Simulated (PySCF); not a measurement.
**Atomic charges by several schemes**

Compound: C3H9GeNSi.
Geometry (PBE0-D3(BJ)/def2-SVP, Å), atoms numbered from 1 in this order:
```
atom  x, y, z in Å
C1    -2.5690   -1.4858   -0.0207
Si2   -1.5261    0.0246    0.3265
N3    -1.9764    1.2899   -0.7676
C4     0.2519   -0.4868    0.2009
C5     1.4239   -0.8303    0.1012
Ge6    3.2369   -1.3785   -0.0381
H7    -2.3745   -1.8597   -1.0383
H8    -2.3296   -2.2962    0.6842
H9    -3.6395   -1.2458    0.0653
H10   -1.7207    0.5535    1.7079
H11   -1.5915    2.2163   -0.6129
H12   -1.9745    1.0821   -1.7616
H13    3.9994   -0.9120    1.2116
H14    3.8567   -0.7482   -1.2952
H15    3.2890   -2.9107   -0.1419
```

Density: PBE0/pcSseg-1 (PySCF); schemes: Mulliken, IAO, Hirshfeld and ESP-fitted. The structure is a single PBE0-D3(BJ)/def2-SVP conformer in the gas phase; no vibrational or solvent corrections. The calculation is non-relativistic, for germanium too.

Q: What partial charge does each atom carry?

A: In e; atoms taken as equivalent share a row and are averaged (×n: the atom named and its like, n in all):

```csv
atom,environment,Mulliken,IAO,Hirshfeld,ESP-fitted
C1,Si-methyl carbon,-0.637,-0.725,-0.211,-0.760
Si2,SiH silicon,+0.866,+1.056,+0.407,+1.150
N3,silicon-bound nitrogen,-0.630,-0.832,-0.316,-1.141
C4,alkyne carbon,-0.379,-0.344,-0.162,-0.544
C5,alkyne carbon,-0.293,-0.296,-0.158,-0.008
Ge6,germanium bonded to C and 3 H,+0.340,+0.509,+0.328,+0.256
H7/H8/H9,methyl hydrogen,+0.146,+0.158,+0.046,+0.182
H10,Si–H hydrogen,-0.100,-0.136,-0.081,-0.192
H11/H12,N–H hydrogen,+0.197,+0.261,+0.118,+0.407
H13/H14/H15,Ge–H hydrogen,+0.001,-0.076,-0.061,-0.040
```

Mean size of the charges over all atoms: ESP-fitted 0.369 e, IAO 0.341 e, Mulliken 0.272 e, Hirshfeld 0.148 e. Each set sums to the total charge, 0, to within 0.001 e. The Mulliken scheme gives each basis function's population to the atom it is centred on and halves the overlap population of two atoms between them. The Hirshfeld scheme divides the density at each point in proportion to the densities of the neutral, spherically averaged free atoms.

Some averages cover members that differ in this geometry: H7/H8/H9, ESP-fitted +0.172 to +0.201 e.

Lowest charge. The schemes don't all agree: Mulliken C1 (-0.637); IAO N3 (-0.832); Hirshfeld N3 (-0.316); ESP-fitted N3 (-1.141).

Highest charge. All schemes agree: Mulliken Si2 (+0.866); IAO Si2 (+1.056); Hirshfeld Si2 (+0.407); ESP-fitted Si2 (+1.150).

Q: Sum the charges by element, for elements with more than one atom.

A: 
| element | atoms | Mulliken | IAO | Hirshfeld | ESP-fitted |
| --- | --- | --- | --- | --- | --- |
| C | 3 | -1.309 | -1.365 | -0.530 | -1.313 |
| H | 9 | +0.733 | +0.631 | +0.111 | +1.047 |

Q: How closely do the schemes follow one another over all atoms?

A: Correlation coefficient and root-mean-square difference: Mulliken with IAO 0.99, 0.097 e; IAO with Hirshfeld 0.97, 0.273 e; IAO with ESP-fitted 0.96, 0.151 e; Mulliken with ESP-fitted 0.96, 0.196 e; Mulliken with Hirshfeld 0.95, 0.202 e; Hirshfeld with ESP-fitted 0.90, 0.360 e.

These values come from a run that also computed NMR shieldings. Hardware: x86-64 server, one thread (shared host). Cost: 17 s.
